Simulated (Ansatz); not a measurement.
# Worked example: a bond strength in GeSiH3ClO (SMILES [SiH3][O][Ge][Cl])

GeSiH3ClO: 7 atoms, total charge 0, spin state singlet. As SMILES, `[SiH3][O][Ge][Cl]`. The shape was relaxed beforehand at PBE0/def2-SVP. This is one conformer, not always the lowest.

```xyz
7

Si    0.1834    0.6730   -0.6157
O     0.4346   -0.9750   -0.4064
Ge    0.0793   -2.2394    0.7815
Cl   -0.9940   -0.9996    2.2819
H     0.7985    1.0507   -1.9196
H    -1.2764    0.9782   -0.6494
H     0.8360    1.4441    0.4820
```

Wanted: the dissociation energy of the O2–Si1 bond into doublet GeClO and doublet SiH3 (shapes relaxed at PBE0/def2-SVP, no zero-point term). 1 Eh = 2625.50 kJ/mol = 27.2114 eV. Totals in Eh; open shells run unrestricted unless said.

| level | program | GeSiH3ClO | doublet GeClO | doublet SiH3 |
| --- | --- | --- | --- | --- |
| HF/def2-SVP | Ansatz | -2899.957604 | -2609.252220 | -290.533852 |
| B3LYP/def2-SVP | Ansatz | -2903.351567 | -2612.011258 | -291.158545 |
| wB97M-V/def2-SVP | Ansatz | -2903.090228 | -2611.797042 | -291.092709 |

Work out the dissociation energy at each level.


1. HF/def2-SVP: (-2609.252220) + (-290.533852) − (-2899.957604) = 0.171532 Eh = 450.4 kJ/mol = 4.67 eV.
2. B3LYP/def2-SVP: (-2612.011258) + (-291.158545) − (-2903.351567) = 0.181764 Eh = 477.2 kJ/mol = 4.95 eV.
3. wB97M-V/def2-SVP: (-2611.797042) + (-291.092709) − (-2903.090228) = 0.200477 Eh = 526.4 kJ/mol = 5.46 eV.

The levels span 450 to 526 kJ/mol; no measured value is set beside them. Hartree–Fock lacks the correlation of the bonding electrons, so it comes out low. A bond enthalpy at 298 K also holds the loss of zero-point energy and thermal terms.
